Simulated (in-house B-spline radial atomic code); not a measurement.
Configurations of I IX (I8+), with energies counted from [Kr] (4d3/2)4 (4d5/2)5. Computed with a radial B-spline atomic code at the basis-set limit: Dirac-Hartree-Fock, average of each configuration as written, Fermi nucleus of rms radius 4.75 fm. Energies include first-order Breit, QED and recoil terms.

Occupations are held fixed; configurations that lie above the ionisation limit could autoionise.

```csv
configuration,E - E(ref) (eV),highest orbital,its <r> (bohr)
[Kr] (4d3/2)3 (4d5/2)6,1.7615,4d5/2,0.8793
[Kr] (4d3/2)3 (4d5/2)5 (5p1/2)1,70.947,5p1/2,1.722
[Kr] (4d3/2)4 (4d5/2)4 6s1,107.06,6s1/2,2.822
[Ar] 3d10 4s2 (4p1/2)1 (4p3/2)4 (4d3/2)3 (4d5/2)6 (6p3/2)1,212.37,6p3/2,3.066
[Ar] (3d3/2)3 (3d5/2)6 4s2 4p6 4d10,586.51,4d5/2,0.8594
[Ar] (3d3/2)3 (3d5/2)6 4s2 4p6 (4d3/2)4 (4d5/2)5 6s1,697.89,6s1/2,2.803
```

Task: Order these further configurations by energy, lowest first.
A. [Ar] 3d10 4s2 (4p1/2)2 (4p3/2)3 (4d3/2)3 (4d5/2)6 8s1
B. [Kr] (4d3/2)2 (4d5/2)6 (5g7/2)1
C. [Ar] 3d10 4s2 (4p1/2)2 (4p3/2)3 (4d3/2)4 (4d5/2)5 5s1
D. [Ar] (3d3/2)4 (3d5/2)5 4s2 4p6 (4d3/2)3 (4d5/2)6 5s1
E. [Ar] 3d10 4s2 (4p1/2)1 (4p3/2)4 (4d3/2)4 (4d5/2)5 (5p3/2)1

Result: B (132.34 eV), C (139.82 eV), E (169.68 eV), A (232.44 eV), D (634.76 eV).

Task: How far above the reference does [Ar] (3d3/2)4 (3d5/2)5 4s2 4p6 (4d3/2)3 (4d5/2)6 (6g9/2)1 lie?

Result: 723.95 eV; its least bound orbital is 6g9/2 with <r> = 4.795 bohr.
